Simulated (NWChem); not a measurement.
# CdHSeCl; SMILES [SeH][Cd][Cl]

```xyz
4

Cd     0.0093    -0.4671     0.0000
Cl     0.0062    -2.7588     0.0000
Se     0.0263     1.9794     0.0000
H     -1.4457     2.0186     0.0000
```
Atoms are numbered in this order, from 1.

All runs: NWChem. Medium grid unless said otherwise, to which SCAN and Minnesota functionals are sensitive. Geometry: optimised at PBE0/def2-SVP. def2 effective core potentials on Cd; no spin-orbit coupling. B3LYP is NWChem's, with the RPA form of VWN correlation.

Task: Order these by “highest occupied level (eV)”, lowest first: PBE/def2-SVP; B3LYP/def2-SVP; r2SCAN/def2-SVP; N12/def2-SVP; r2SCAN0/def2-SVP.

Result: r2SCAN0/def2-SVP (-7.34), B3LYP/def2-SVP (-6.86), r2SCAN/def2-SVP (-6.29), PBE/def2-SVP (-5.99), N12/def2-SVP (-5.77)
